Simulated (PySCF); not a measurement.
Electronic absorption of (H2Al-mu-OH)2

Compound: (H2Al-mu-OH)2.
Z-matrix (Å and degrees, PBE0-D3(BJ)/def2-SVP geometry), rows numbered from 1:
```
Al
H   1  1.5902
H   1  1.5895  2  121.51
O   1  1.8676  2  112.12  3  -136.53
Al  4  1.8668  1  100.78  2  -108.87
H   5  1.5896  4  112.04  1  -110.31
H   5  1.5901  4  112.16  1   108.97
O   1  1.8667  2  111.92  3   136.57
H   4  0.9591  1  129.73  2    70.25
H   8  0.9591  1  129.64  2   -65.86
```

Computed with PySCF 2.14.0, density-fitted response routines, TDDFT PBE0/def2-SVPD, vertical, gas phase, core orbitals frozen in the response.

What does the calculation give for the low-lying excited states?

```json
{"state": "S1", "E (eV)": "5.81", "λ (nm)": "213.5", "ν̃ (cm⁻¹)": "46840", "f": "0.0000", "main configurations (H = HOMO, L = LUMO)": "H→L (96%)"}
{"state": "S2", "E (eV)": "6.15", "λ (nm)": "201.5", "ν̃ (cm⁻¹)": "49620", "f": "0.0000", "main configurations (H = HOMO, L = LUMO)": "H-1→L (90%), H→L+2 (9%)"}
{"state": "S3", "E (eV)": "6.48", "λ (nm)": "191.4", "ν̃ (cm⁻¹)": "52240", "f": "0.0059", "main configurations (H = HOMO, L = LUMO)": "H→L+1 (97%)"}
{"state": "S4", "E (eV)": "6.85", "λ (nm)": "181.1", "ν̃ (cm⁻¹)": "55230", "f": "0.0000", "main configurations (H = HOMO, L = LUMO)": "H-1→L+1 (97%)"}
{"state": "S5", "E (eV)": "7.14", "λ (nm)": "173.6", "ν̃ (cm⁻¹)": "57620", "f": "0.0000", "main configurations (H = HOMO, L = LUMO)": "H→L+2 (90%), H-1→L (9%)"}
{"state": "S6", "E (eV)": "7.40", "λ (nm)": "167.6", "ν̃ (cm⁻¹)": "59660", "f": "0.0000", "main configurations (H = HOMO, L = LUMO)": "H-2→L (98%)"}
{"state": "S7", "E (eV)": "7.47", "λ (nm)": "166.0", "ν̃ (cm⁻¹)": "60250", "f": "0.0000", "main configurations (H = HOMO, L = LUMO)": "H-1→L+2 (94%)"}
{"state": "S8", "E (eV)": "7.57", "λ (nm)": "163.7", "ν̃ (cm⁻¹)": "61070", "f": "0.0010", "main configurations (H = HOMO, L = LUMO)": "H→L+4 (79%), H-1→L+3 (11%)"}
{"state": "S9", "E (eV)": "7.62", "λ (nm)": "162.7", "ν̃ (cm⁻¹)": "61480", "f": "0.0000", "main configurations (H = HOMO, L = LUMO)": "H→L+3 (77%), H-1→L+4 (14%)"}
{"state": "S10", "E (eV)": "7.82", "λ (nm)": "158.6", "ν̃ (cm⁻¹)": "63060", "f": "0.359", "main configurations (H = HOMO, L = LUMO)": "H→L+5 (75%), H→L+4 (12%), H-1→L+3 (11%)"}
{"state": "S11", "E (eV)": "8.01", "λ (nm)": "154.7", "ν̃ (cm⁻¹)": "64630", "f": "0.0001", "main configurations (H = HOMO, L = LUMO)": "H-1→L+4 (72%), H-1→L+5 (14%)"}
{"state": "S12", "E (eV)": "8.11", "λ (nm)": "152.8", "ν̃ (cm⁻¹)": "65440", "f": "0.099", "main configurations (H = HOMO, L = LUMO)": "H-2→L+1 (99%)"}
{"state": "S13", "E (eV)": "8.22", "λ (nm)": "150.8", "ν̃ (cm⁻¹)": "66330", "f": "0.0010", "main configurations (H = HOMO, L = LUMO)": "H-1→L+3 (72%), H→L+5 (18%)"}
{"state": "S14", "E (eV)": "8.26", "λ (nm)": "150.2", "ν̃ (cm⁻¹)": "66600", "f": "0.0000", "main configurations (H = HOMO, L = LUMO)": "H-1→L+5 (77%), H→L+3 (13%)"}
{"state": "S15", "E (eV)": "8.34", "λ (nm)": "148.7", "ν̃ (cm⁻¹)": "67230", "f": "0.017", "main configurations (H = HOMO, L = LUMO)": "H-4→L (92%)"}
```

Triplets, Tamm–Dancoff:

```csv
state,E (eV),λ (nm),"main configurations (H = HOMO, L = LUMO)"
T1,5.49,225.9,"H→L (88%), H-1→L+2 (8%)"
T2,5.74,216.0,"H-1→L (77%), H→L+2 (18%)"
T3,6.30,196.9,H→L+1 (93%)
T4,6.67,185.8,H-1→L+1 (88%)
```

The lowest singlet comes at 213 nm (560 kJ/mol) in the ultraviolet; it is dark (f under 0.0005); its leading configuration is HOMO→LUMO (96%). The most intense listed level is S10 at 7.82 eV (159 nm, f = 0.359), 2.01 eV above S1. Löwdin shares by element: HOMO aluminium 32%, hydrogen 27% or more (atoms not listed hold the other 40%); LUMO aluminium 37%, oxygen 34% (atoms not listed hold the other 29%). The oscillator strengths of these states sum to 0.483; summed over the whole spectrum of an exact calculation they would give the number of electrons, 48 (Thomas–Reiche–Kuhn). Weighted by f, the mean energy of these states is 7.88 eV. Orbital energies (eV): HOMO-3 -10.11, HOMO-2 -9.24, HOMO-1 -8.04, HOMO -7.68, LUMO -0.69, LUMO+1 -0.19, LUMO+2 0.50. The window holds the lowest 15 singlets.

One conformer stands for the species.
